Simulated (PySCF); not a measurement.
Gas-phase reaction: 2 SnCl₂ + 3 SnF₄ → 4 SnF₃ + SnCl₄

Computed with PySCF and rigid-rotor harmonic-oscillator thermochemistry at 1 bar. † marks an energy on the PBE0/def2-TZVP geometry and frequencies. MP2 and CCSD(T) freeze the core. Open shells (unrestricted): SnF₃ (multiplicity 2); the rest are closed-shell singlets. B3LYP is the form with VWN-RPA correlation. Sn: scalar-relativistic def2 core potential, no spin-orbit coupling. SnF₃: computed as isolated molecules; such fragments, hydroxides, amides, oligomers or adducts are transient or little studied in the gas. MP2 isn't extrapolated to the basis-set limit; its ΔH°(298 K) is 318.0 kJ in def2-SVP and 368.9 kJ in def2-TZVPP. CCSD(T) isn't extrapolated to the basis-set limit; its ΔH°(298 K) is 332.6 kJ in def2-SVP and 354.6 kJ in def2-TZVPP. The harmonic model lacks anharmonicity and excited electronic states, which grow with temperature; levels with a mode under 35 cm⁻¹ are left out. Soft modes under 120 cm⁻¹ make the harmonic entropy rough for SnCl₂, SnCl₄.

| level | ΔE electronic, kJ | ΔH°(298 K), kJ | ΔS°(298 K), J/K | ΔG°(800 K), kJ |
|---|---|---|---|---|
| B3LYP/def2-TZVP† | 314 | 311 | 47 | 272 |
| CCSD(T)/def2-SVP† | 336 | 333 | 47 | 294 |
| M06-2X/def2-TZVP† | 285 | 282 | 47 | 243 |
| MP2/def2-TZVPP† | 372 | 369 | 47 | 330 |
| ωB97M-V/def2-TZVP† | 320 | 316 | 47 | 278 |
ΔH° is lowest at M06-2X/def2-TZVP† and highest at MP2/def2-TZVPP†. No reference value is set beside these.
